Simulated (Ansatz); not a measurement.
One change: `[CH3][AlH][O][SiH2][GaH2]` becomes `[CH3][AlH][O][SiH2][SiH3]`.

Ansatz, PBE0-D4/def2-TZVP geometries, multiplicity 1. Each molecule was computed in one conformer, which needn't be the lowest.

Scalar relativity is left out up to krypton.

```csv
property,`[CH3][AlH][O][SiH2][GaH2]`
HOMO–LUMO gap (ωB97M-V/def2-TZVPP) / eV,8.85
size of the dipole moment (PBE/def2-TZVPP) / D,1.19
LUMO energy (B3LYP/def2-TZVPP) / eV,-2.25
HOMO energy (PBE0/def2-TZVPP) / eV,-7.09
size of the dipole moment (ωB97M-V/def2-TZVPP) / D,1.14
LUMO energy (ωB97M-V/def2-TZVPP) / eV,-0.28
```

Problem. What does the change do to each property? (Best estimate.)

Solution. The calculation gave: 
| property | `[CH3][AlH][O][SiH2][SiH3]` | shift |
| --- | --- | --- |
| HOMO–LUMO gap (ωB97M-V/def2-TZVPP) / eV | 10.47 | 1.62 |
| size of the dipole moment (PBE/def2-TZVPP) / D | 1.03 | -0.16 |
| LUMO energy (B3LYP/def2-TZVPP) / eV | -1.00 | 1.25 |
| HOMO energy (PBE0/def2-TZVPP) / eV | -7.60 | -0.51 |
| size of the dipole moment (ωB97M-V/def2-TZVPP) / D | 1.01 | -0.13 |
| LUMO energy (ωB97M-V/def2-TZVPP) / eV | 0.77 | 1.05 |

With PBE0 the HOMO falls by 0.51 eV and the LUMO rises by 1.22 eV, so the gap widens by about 1.73 eV. PBE moves the HOMO by -0.39 eV and ωB97M-V by -0.57 eV. Dipoles are sizes alone; their direction can turn.

B3LYP here is the variant with VWN-RPA as its local correlation; programs differ in this.
